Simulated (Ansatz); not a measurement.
Born–Oppenheimer molecular dynamics of CH7FOSi2 (12 atoms, charge 0, multiplicity 1). It starts from a relaxed structure.

Method: Ansatz 0.2.0, RKS r2SCAN-D4/STO-3G.

* ensemble: NVT, Langevin thermostat
* time step: 1 fs
* steps asked: 150
* set temperature: 1500 K
* friction: 0.01 /fs
* seed: 962472

First frame:

```xyz
12
Properties=species:S:1:pos:R:3
Si 0.089 -0.045 0.026
O 0.189 -0.289 1.733
C -1.146 -0.327 2.322
H -1.785 -1.147 1.923
H -1.024 -0.500 3.409
H -1.712 0.624 2.197
H 1.488 0.020 -0.371
Si -1.073 1.819 -0.589
H -2.503 1.605 -0.545
H -0.765 2.930 0.284
H -0.728 2.210 -1.938
F -0.588 -1.401 -0.619
```

(1) What does the run give?

(2) What happens to the structure?

(3) How do temperature and energy run in time?

Results:

(1) The run went to its last step.

```json
{
 "steps done": "150",
 "time covered": "150 fs",
 "mean temperature over the second half": "1350 K",
 "spread of the potential energy over the second half": "19.2 meV per atom",
 "mean potential energy of the second half above the start": "115.0 meV per atom"
}
```

A run of 0.15 ps of so small a system gives no equilibrium averages. Limits of this set-up: minimal basis.

(2) The same pairs are bonded in the first frame and the last. Pairs count as bonded within 1.25 times the sum of covalent radii (0.12 Å more for H–H). This is one draw of velocities; another would differ in detail.

(3) 
```csv
time (fs),T (K),potential energy less start (eV)
0.0,1375,0.000
7.0,611,1.244
14.0,712,1.003
21.0,1084,0.914
28.0,813,1.234
35.0,586,1.187
42.0,1169,1.033
49.0,1003,1.186
56.0,1005,1.451
63.0,1154,1.114
70.0,998,1.351
77.0,1366,1.155
84.0,1270,1.182
91.0,1345,1.300
98.0,972,1.470
105.0,1209,1.219
112.0,1115,1.584
119.0,1650,1.050
126.0,1265,1.998
133.0,1828,1.288
140.0,1605,1.500
147.0,1321,1.442
```

The run took 3.8 min on 1 thread of AMD EPYC 9R45 96-Core Processor (Zen 5) (shared host), peak memory 0.14 GiB.
